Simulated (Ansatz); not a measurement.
BClH4SeSi can be A, `B[Se][SiH2]Cl`, or B, `[SiH3][Se]BCl`.

Computed with Ansatz on PBE0-D4/def2-TZVP structures; ΔE is electronic, products minus reactants. CBS: MP2 limit from def2 TZ/QZ plus the TZ coupled-cluster correction, frozen cores. Functionals use def2-TZVPP. B3LYP here is the variant with VWN-RPA as its local correlation; programs differ in this. For Se outer-core shells are correlated without core-valence functions, which leaves a few kJ/mol of doubt a bond. Scalar relativity is left out up to krypton. Each species was taken in one conformer, which may not be the lowest.

(1) Which isomer does CCSD(T)/CBS put lower? Give the gap. (An estimate is asked.)

(2) Give E(B) − E(A) in kJ/mol with PBE0-D4, ωB97M-V, MP2/def2-TZVPP, r2SCAN-D4, B3LYP, B3LYP-D4, HF/def2-TZVPP. (Estimate.)

Largest T1 diagnostic: 0.012.

Results:

(1) Ansatz gave: A, by 13.0 kJ/mol.

(2) Computed: PBE0-D4 8.7, ωB97M-V 12.1, MP2/def2-TZVPP 9.6, r2SCAN-D4 8.8, B3LYP 9.7, B3LYP-D4 11.0, HF/def2-TZVPP 17.7. None reverses the order clearly.

From PBE to PBE0 (25 % exact exchange), in def2-TZVPP and without D4, E(B) − E(A) moves by +3.4 kJ/mol. In def2-TZVPP, CCSD(T) changes the Hartree–Fock value by −9.1 kJ/mol (the triples alone add −1.7 kJ/mol) and MP2 by −8.1 kJ/mol.
